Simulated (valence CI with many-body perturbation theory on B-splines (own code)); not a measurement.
Level structure of In XLV

Computed by configuration interaction combined with many-body perturbation theory (CI+MBPT): three valence electrons over a frozen Dirac-Fock core [He], radial functions for each j: 11 s, 11 p, 10 d, 8 f, 5 g, 2 h, with the one-electron correlation potential Σ1 (screened to all orders), the two-electron term Σ2, the three-electron term Σ3, Breit, model QED; selected single and double excitations, second order for the rest, scaled by the run's own slope (own B-spline code, finite nucleus).

The last digits are not significant, and no measured levels were compared; by estimate large intervals hold to a few tenths of a per cent, small ones and those within an open d or f shell to about a per cent.

Levels 46 to 90 of 196, with energies above the lowest level, (2s^2 2p1/2) J=1/2. "Leading %" is the weight of the configuration and term that name the level; weights of strongly mixed levels are sums over their largest components and can fall short. In the jj column 3d3/2^4 stands for four electrons in 3d with j = 3/2. Lifetimes count E1, E2, E3, M1 and M2 decay at the calculated energies, and are blank where another channel may lead or the interval is too uncertain; long ones can be off by a factor of two.

| No. | Configuration | Term | J | E (× 10³ cm⁻¹) | Leading % | Lifetime | g | Leading jj |
| --- | --- | --- | --- | --- | --- | --- | --- | --- |
| 46 | 2s 2p 3s | 2P° | 3/2 | 36818 | 32 | 16.9 fs | 1.349 | 2p1/2^2 3p3/2 (54 %) |
| 47 | 2s 2p 3s | 2P° | 3/2 | 36858 | 44 | 20.4 fs | 1.355 | 2s 2p3/2 3s (54 %) |
| 48 | 2p2 3d | 2D | 3/2 | 37064 | 37 | 19.5 fs | 0.782 | 2p1/2^2 3d3/2 (97 %) |
| 49 | 2s 2p 3p | 4D | 7/2 | 37213 | 100 | 3.51 ps | 1.417 | 2s 2p3/2 3p3/2 (100 %) |
| 50 | 2s 2p 3p | 2P | 1/2 | 37215 | 58 | 19.4 fs | 1.155 | 2s 2p3/2 3p1/2 (95 %) |
| 51 | 2s 2p 3p | 2D | 3/2 | 37219 | 45 | 9.88 fs | 1.113 | 2s 2p3/2 3p1/2 (66 %) |
| 52 | 2s 2p 3p | 2P | 3/2 | 37254 | 30 | 71.1 fs | 1.350 | 2s 2p3/2 3p3/2 (67 %) |
| 53 | 2p2 3d | 2D | 5/2 | 37289 | 30 | 4.14 fs | 1.200 | 2p1/2^2 3d5/2 (96 %) |
| 54 | 2s 2p 3p | 2D | 5/2 | 37343 | 45 | 12.6 fs | 1.379 | 2s 2p3/2 3p3/2 (94 %) |
| 55 | 2s 2p 3p | 2S | 1/2 | 37352 | 51 | 7.86 fs | 1.489 | 2s 2p3/2 3p3/2 (88 %) |
| 56 | 2s 2p 3d | 4D° | 5/2 | 37575 | 47 | 3.15 fs | 1.243 | 2s 2p3/2 3d3/2 (97 %) |
| 57 | 2s 2p 3d | 4P° | 3/2 | 37596 | 43 | 2.73 fs | 1.362 | 2s 2p3/2 3d3/2 (96 %) |
| 58 | 2s 2p 3d | 4F° | 7/2 | 37605 | 47 | 3.87 fs | 1.283 | 2s 2p3/2 3d3/2 (77 %) |
| 59 | 2p2 3s | 4P | 3/2 | 37605 | 81 | 42.3 fs | 1.635 | 2p1/2 2p3/2 3s (91 %) |
| 60 | 2s 2p 3d | 4P° | 1/2 | 37608 | 82 | 3.01 fs | 2.264 | 2s 2p3/2 3d3/2 (94 %) |
| 61 | 2s 2p 3d | 4F° | 9/2 | 37644 | 100 | 142 ps | 1.323 | 2s 2p3/2 3d5/2 (100 %) |
| 62 | 2s 2p 3p | 2D | 5/2 | 37661 | 42 | 50.4 fs | 1.302 | 2s 2p3/2 3p3/2 (58 %) |
| 63 | 2p2 3s | 2P | 1/2 | 37705 | 57 | 16.4 fs | 1.315 | 2p1/2 2p3/2 3s (86 %) |
| 64 | 2p2 3s | 2D | 3/2 | 37728 | 40 | 25.5 fs | 1.108 | 2p1/2 2p3/2 3s (65 %) |
| 65 | 2s 2p 3d | 2D° | 5/2 | 37773 | 45 | 4.26 fs | 1.305 | 2s 2p3/2 3d5/2 (99 %) |
| 66 | 2s 2p 3d | 2D° | 3/2 | 37807 | 43 | 4.81 fs | 1.139 | 2s 2p3/2 3d5/2 (87 %) |
| 67 | 2s 2p 3p | 2D | 5/2 | 37810 | 36 | 22.2 fs | 1.295 | 2p1/2 2p3/2 3s (54 %) |
| 68 | 2s 2p 3p | 2S | 1/2 | 37841 | 63 | 252 fs | 1.715 | 2s 2p3/2 3p3/2 (95 %) |
| 69 | 2s 2p 3d | 2F° | 7/2 | 37854 | 73 | 2.43 fs | 1.209 | 2s 2p3/2 3d5/2 (77 %) |
| 70 | 2s 2p 3p | 2P | 3/2 | 37866 | 38 | 17.9 fs | 1.139 | 2s 2p3/2 3p3/2 (60 %) |
| 71 | 2p2 3p | 4P° | 1/2 | 37914 | 33 | 8.91 fs | 1.583 | 2p1/2 2p3/2 3p1/2 (78 %) |
| 72 | 2s 2p 3d | 2P° | 1/2 | 37941 | 65 | 3.75 fs | 0.843 | 2s 2p3/2 3d5/2 (78 %) |
| 73 | 2p2 3p | 4D° | 3/2 | 37955 | 52 | 11.9 fs | 1.147 | 2p1/2 2p3/2 3p1/2 (94 %) |
| 74 | 2p2 3p | 2F° | 5/2 | 38001 | 34 | 3.86 fs | 1.032 | 2p1/2 2p3/2 3p1/2 (68 %) |
| 75 | 2s 2p 3d | 2D° | 3/2 | 38104 | 67 | 3.08 fs | 0.916 | 2s 2p3/2 3d3/2 (84 %) |
| 76 | 2s 2p 3d | 2F° | 5/2 | 38119 | 47 | 8.66 fs | 0.991 | 2s 2p3/2 3d3/2 (67 %) |
| 77 | 2s 2p 3d | 2P° | 1/2 | 38140 | 87 | 3.70 fs | 0.619 | 2s 2p3/2 3d3/2 (95 %) |
| 78 | 2s 2p 3d | 2F° | 7/2 | 38177 | 79 | 8.98 fs | 1.172 | 2s 2p3/2 3d5/2 (96 %) |
| 79 | 2p2 3p | 2P° | 3/2 | 38227 | 40 | 9.71 fs | 1.347 | 2p1/2 2p3/2 3p1/2 (97 %) |
| 80 | 2s 2p 3d | 2D° | 5/2 | 38263 | 66 | 2.42 fs | 1.139 | 2s 2p3/2 3d5/2 (95 %) |
| 81 | 2s 2p 3d | 2P° | 3/2 | 38285 | 80 | 3.50 fs | 1.293 | 2s 2p3/2 3d5/2 (95 %) |
| 82 | 2p2 3p | 4D° | 5/2 | 38479 | 52 | 12.1 fs | 1.416 | 2p1/2 2p3/2 3p3/2 (99 %) |
| 83 | 2p2 3p | 4P° | 1/2 | 38510 | 35 | 11.6 fs | 1.652 | 2p1/2 2p3/2 3p3/2 (98 %) |
| 84 | 2p2 3p | 2D° | 3/2 | 38550 | 51 | 11.2 fs | 1.182 | 2p1/2 2p3/2 3p3/2 (98 %) |
| 85 | 2p2 3p | 2F° | 7/2 | 38599 | 58 | 13.9 fs | 1.243 | 2p1/2 2p3/2 3p3/2 (97 %) |
| 86 | 2p2 3p | 2P° | 3/2 | 38668 | 40 | 11.1 fs | 1.391 | 2p1/2 2p3/2 3p3/2 (99 %) |
| 87 | 2p2 3p | 2D° | 5/2 | 38732 | 58 | 11.4 fs | 1.183 | 2p1/2 2p3/2 3p3/2 (97 %) |
| 88 | 2p2 3d | 4F | 3/2 | 38773 | 43 | 12.4 fs | 0.931 | 2p1/2 2p3/2 3d3/2 (98 %) |
| 89 | 2p2 3d | 4F | 5/2 | 38783 | 54 | 33.6 fs | 0.968 | 2p1/2 2p3/2 3d3/2 (97 %) |
| 90 | 2p2 3d | 4D | 1/2 | 38799 | 80 | 23.8 fs | 0.223 | 2p1/2 2p3/2 3d3/2 (100 %) |
